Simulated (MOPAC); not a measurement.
Input for MOPAC: AM1 on CH4O2Si (SMILES CO[Si]O), a point of a torsion scan.

```
AM1 1SCF PRECISE CHARGE=0 THREADS=1
CH4O2Si

C     -1.00531827 1     0.13836653 1     0.30996751 1
O     -0.13484143 1    -0.89418919 1     0.01009163 1
Si     1.44295898 1    -1.31622945 1    -0.04035335 1
O      1.96368730 1    -0.93231246 1    -1.52474384 1
H     -2.02755517 1    -0.19734582 1     0.11871287 1
H     -0.91561208 1     0.41647830 1     1.36590263 1
H     -0.80194480 1     1.02417460 1    -0.30282798 1
H      1.47623221 1    -0.49554785 1    -2.22758629 1
```

Output:

```
*******************************************************************************
 **                                                                           **
 **                              MOPAC v23.2.5                                **
 **                                                                           **
 *******************************************************************************
 ** MOPAC's Digital Object Identifier: https://doi.org/10.5281/zenodo.6511958 **
 **                                                                           **
 ** Please cite the open-source release paper for use of this MOPAC version:  **
 ** J. E. Moussa and J. J. P. Stewart (2026)                                  **
 ** MOPAC: An open-source semiempirical molecular orbital program             **
 ** J. Open Source Softw., 11(119), 8025, https://doi.org/10.21105/joss.08025 **
 *******************************************************************************

                              AM1 CALCULATION RESULTS

 *******************************************************************************
 *  AM1        - The AM1 Hamiltonian to be used
 *
 *
 *
 *                 CHARGE ON SYSTEM = 0
 *
 *
 *
 *  PRECISE    - TIGHTER CRITERIA TO BE USED
 *  1SCF       - DO 1 SCF AND THEN STOP
 *  THREADS=1  - MULTI-THREADING NOT USED
 *  T=         - A TIME OF 172800.0 SECONDS REQUESTED
 *  DUMP=N     - RESTART FILE WRITTEN EVERY 7200.0 SECONDS REQUESTED
 *******************************************************************************
AM1 1SCF PRECISE CHARGE=0 THREADS=1
 CH4O2Si

   ATOM   CHEMICAL          X               Y               Z
  NUMBER   SYMBOL      (ANGSTROMS)     (ANGSTROMS)     (ANGSTROMS)

     1       C         -1.00531827  *   0.13836653  *   0.30996751  *
     2       O         -0.13484143  *  -0.89418919  *   0.01009163  *
     3      Si          1.44295898  *  -1.31622945  *  -0.04035335  *
     4       O          1.96368730  *  -0.93231246  *  -1.52474384  *
     5       H         -2.02755517  *  -0.19734582  *   0.11871287  *
     6       H         -0.91561208  *   0.41647830  *   1.36590263  *
     7       H         -0.80194480  *   1.02417460  *  -0.30282798  *
     8       H          1.47623221  *  -0.49554785  *  -2.22758629  *



          CARTESIAN COORDINATES

    NO.       ATOM           X           Y           Z

     1         C         -1.0053      0.1384      0.3100
     2         O         -0.1348     -0.8942      0.0101
     3        Si          1.4430     -1.3162     -0.0404
     4         O          1.9637     -0.9323     -1.5247
     5         H         -2.0276     -0.1973      0.1187
     6         H         -0.9156      0.4165      1.3659
     7         H         -0.8019      1.0242     -0.3028
     8         H          1.4762     -0.4955     -2.2276

  H: (AM1): M.J.S. DEWAR ET AL, J. AM. CHEM. SOC. 107 3902-3909 (1985)
  C: (AM1): M.J.S. DEWAR ET AL, J. AM. CHEM. SOC. 107 3902-3909 (1985)
  O: (AM1): M.J.S. DEWAR ET AL, J. AM. CHEM. SOC. 107 3902-3909 (1985)
 Si: (AM1): M.J.S.DEWAR, C. JIE, ORGANOMETALLICS, 6, 1486-1490 (1987).

           Empirical Formula: C H4 O2 Si  =     8 atoms



      MOLECULAR POINT GROUP   :   C1


      RHF CALCULATION, NO. OF DOUBLY OCCUPIED LEVELS = 12


 -------------------------------------------------------------------------------
 AM1 1SCF PRECISE CHARGE=0 THREADS=1
 CH4O2Si



     1SCF WAS SPECIFIED, SO BFGS WAS NOT USED
     SCF FIELD WAS ACHIEVED


                              AM1 CALCULATION
                                                       MOPAC v23.2.5 Linux




          FINAL HEAT OF FORMATION =        -91.69548 KCAL/MOL =    -383.65388 KJ/MOL


          COSMO AREA              =        113.61 SQUARE ANGSTROMS
          COSMO VOLUME            =        101.12 CUBIC ANGSTROMS

          IONIZATION POTENTIAL    =          7.454180 EV
          HOMO LUMO ENERGIES (EV) =         -7.454  0.256
          NO. OF FILLED LEVELS    =         12
          MOLECULAR WEIGHT        =         76.1269         POINT GROUP:  C1

          MOLECULAR DIMENSIONS (Angstroms)

            Atom       Atom       Distance
            H     8    H     6     4.41201
           Si     3    H     7     2.89391
            O     4    H     5     1.74634


          SCF CALCULATIONS        =          1





   ATOM   CHEMICAL          X               Y               Z
  NUMBER   SYMBOL      (ANGSTROMS)     (ANGSTROMS)     (ANGSTROMS)

     1       C         -1.00531827  *   0.13836653  *   0.30996751  *
     2       O         -0.13484143  *  -0.89418919  *   0.01009163  *
     3      Si          1.44295898  *  -1.31622945  *  -0.04035335  *
     4       O          1.96368730  *  -0.93231246  *  -1.52474384  *
     5       H         -2.02755517  *  -0.19734582  *   0.11871287  *
     6       H         -0.91561208  *   0.41647830  *   1.36590263  *
     7       H         -0.80194480  *   1.02417460  *  -0.30282798  *
     8       H          1.47623221  *  -0.49554785  *  -2.22758629  *

                             CARTESIAN COORDINATES

   1    C       -1.005318270     0.138366530     0.309967510
   2    O       -0.134841430    -0.894189190     0.010091630
   3   Si        1.442958980    -1.316229450    -0.040353350
   4    O        1.963687300    -0.932312460    -1.524743840
   5    H       -2.027555170    -0.197345820     0.118712870
   6    H       -0.915612080     0.416478300     1.365902630
   7    H       -0.801944800     1.024174600    -0.302827980
   8    H        1.476232210    -0.495547850    -2.227586290


           Empirical Formula: C H4 O2 Si  =     8 atoms



      MOLECULAR POINT GROUP   :   C1


                  EIGENVALUES
 -37.75481 -36.16585 -27.61032 -18.68427 -17.90161 -16.02091 -16.01806 -13.63013
 -13.25214 -11.56860 -11.31061  -7.45418   0.25607   1.48106   2.49538   4.25133
   4.34359   4.63699   5.92092   6.13637


              NET ATOMIC CHARGES AND DIPOLE CONTRIBUTIONS

  ATOM NO.   TYPE          CHARGE      No. of ELECS.   s-Pop       p-Pop
    1          C           0.056059        3.9439     1.20968     2.73426
    2          O          -0.683554        6.6836     1.80097     4.88259
    3         Si           0.886240        3.1138     1.48239     1.63137
    4          O          -0.633458        6.6335     1.81887     4.81459
    5          H           0.071449        0.9286     0.92855
    6          H           0.043550        0.9565     0.95645
    7          H           0.033659        0.9663     0.96634
    8          H           0.226056        0.7739     0.77394
 DIPOLE           X         Y         Z       TOTAL
 POINT-CHG.     0.926    -0.146     2.377     2.555
 HYBRID        -2.520     2.206    -2.812     4.373
 SUM           -1.595     2.060    -0.435     2.641


          ATOMIC ORBITAL ELECTRON POPULATIONS

     Atom    s        px        py        pz
    1  C   1.20968   0.91138   0.85184   0.97103
    2  O   1.80097   1.49523   1.51349   1.87387
    3 Si   1.48239   0.49420   0.48082   0.65634
    4  O   1.81887   1.67746   1.70901   1.42812
    5  H   0.92855
    6  H   0.95645
    7  H   0.96634
    8  H   0.77394

 **********************
 *                    *
 * JOB ENDED NORMALLY *
 *                    *
 **********************




 == MOPAC DONE ==
```

The run finished.

Cost: very roughly 0.04 core-seconds.
